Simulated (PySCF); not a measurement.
First SCF of a structure search on quartet MnOI₂, at a hand-made trigonal planar geometry. PySCF input:

```python
from pyscf import gto, scf, dft
mol = gto.M(atom='''
Mn     0.000000     0.000000     0.000000
O     -0.810000    -1.403000     0.000000
I      2.520000     0.000000     0.000000
I     -1.260000     2.182400     0.000000''',
    basis={'Mn': 'def2-SVP', 'O': 'def2-SVP', 'I': 'def2-SVP'},
    ecp={'I': 'def2-SVP'},
    charge=0, spin=3)
mf = dft.UKS(mol, xc='PBE0')
mf.grids.atom_grid = (50, 194)
aux = {'Mn': 'def2-universal-JKFIT', 'O': 'def2-universal-JKFIT', 'I': 'def2-universal-JKFIT'}
mf = mf.density_fit(auxbasis=aux)
mf.conv_tol = 1e-08
mf.diis_space = 10
mf.max_cycle = 60
mf.init_guess = 'huckel'
mf.verbose = 4
mf.kernel()
```

Excerpt of the output (cycles alone):

```
init E= -1818.47466179713
cycle= 1 E= -1799.14813744975  delta_E= 19.3  |g|= 5.21  |ddm|= 6.51
cycle= 2 E= -1722.46860514166  delta_E= 76.7  |g|= 5.82  |ddm|= 18.5
cycle= 3 E= -1798.8731475446  delta_E= -76.4  |g|= 5.47  |ddm|= 18.5
cycle= 4 E= -1799.51049638598  delta_E= -0.637  |g|=  5.2  |ddm|= 1.85
cycle= 5 E= -1799.48138447373  delta_E= 0.0291  |g|= 5.21  |ddm|= 0.0695
cycle= 6 E= -1799.58640486233  delta_E= -0.105  |g|= 5.24  |ddm|= 0.533
cycle= 7 E= -1799.90012560213  delta_E= -0.314  |g|= 5.22  |ddm|= 0.198
cycle= 8 E= -1799.43747296445  delta_E= 0.463  |g|= 5.26  |ddm|= 0.491
cycle= 9 E= -1799.60245222398  delta_E= -0.165  |g|= 5.27  |ddm|= 0.441
cycle= 10 E= -1800.48865434836  delta_E= -0.886  |g|= 5.31  |ddm|= 0.951
cycle= 11 E= -1801.50536570264  delta_E= -1.02  |g|= 5.29  |ddm|= 0.429
cycle= 12 E= -1800.28511413128  delta_E= 1.22  |g|= 5.28  |ddm|= 0.581
cycle= 13 E= -1725.88936745386  delta_E= 74.4  |g|= 5.99  |ddm|= 22.1
... 23 lines left out ...
cycle= 37 E= -1821.20391701972  delta_E= -0.000278  |g|= 0.00495  |ddm|= 0.0515
cycle= 38 E= -1821.20397118835  delta_E= -5.42e-05  |g|= 0.00169  |ddm|= 0.0231
cycle= 39 E= -1821.20398358774  delta_E= -1.24e-05  |g|= 0.00105  |ddm|= 0.0091
cycle= 40 E= -1821.20399161368  delta_E= -8.03e-06  |g|= 0.000542  |ddm|= 0.00972
cycle= 41 E= -1821.20399458194  delta_E= -2.97e-06  |g|= 0.000203  |ddm|= 0.00931
cycle= 42 E= -1821.20399466515  delta_E= -8.32e-08  |g|= 0.000244  |ddm|= 0.00116
cycle= 43 E= -1821.20399471168  delta_E= -4.65e-08  |g|= 3.49e-05  |ddm|= 0.000563
cycle= 44 E= -1821.20399471757  delta_E= -5.89e-09  |g|= 1.77e-05  |ddm|= 0.000341
Extra cycle  E= -1821.20399471607  delta_E= 1.5e-09  |g|= 6e-05  |ddm|= 7.04e-05
converged SCF energy = -1821.20399471607  <S^2> = 4.2082393  2S+1 = 4.2229086
```

No lower solution of this spin was found from smeared starts or by a stability analysis within the unrestricted form.

With open d or f shells other occupations or spin states may lie lower. No spin–orbit coupling is included, which matters more the heavier the element.

The search for the lowest solution, 3 starts and the stability check together, took about 2.4 core-minutes on a shared host.
